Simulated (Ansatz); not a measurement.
`F[B]1[NH][GeH2]1`. The species carries charge 0 and has multiplicity 1.

Z-matrix (Å, degrees):
```
Ge
B 1 2.003
N 1 1.923 2 40.5
H 1 1.539 2 124.6 3 -83.3
H 1 1.539 2 124.6 3 83.3
F 2 1.317 1 154.2 3 180.0
H 3 1.008 1 146.4 2 180.0
```

Q: List the harmonic frequencies (cm⁻¹, unscaled) at PBE0-D4/def2-TZVP in Ansatz. (Estimate.)

A: Ansatz gave: 271, 280, 468, 542, 580, 588, 592, 641, 873, 942, 1111, 1615, 2134, 2138, 3619.

Q: Is this a minimum?

A: Yes, all 15 modes are real.

Q: Give the ideal-gas thermochemistry at 298.15 K and 1 bar (rigid rotor, harmonic oscillator; point group Cs, symmetry number 1).

A: Zero-point energy 98.0 kJ/mol; H(298) − E = 113.5 kJ/mol; entropy 303.3 J/(mol·K), of which translation 168.5, rotation 107.3, vibration 27.5; G(298) − E = 23.1 kJ/mol.

Q: And at 400, 500, 600, 800 and 1000 K?

A: 
| T (K) | H − E (kJ/mol) | S (J/mol/K) | G − E (kJ/mol) |
| --- | --- | --- | --- |
| 400 | 122.6 | 329.2 | -9.1 |
| 500 | 132.6 | 351.7 | -43.2 |
| 600 | 143.6 | 371.7 | -79.4 |
| 800 | 167.6 | 406.1 | -157.3 |
| 1000 | 193.4 | 434.8 | -241.4 |
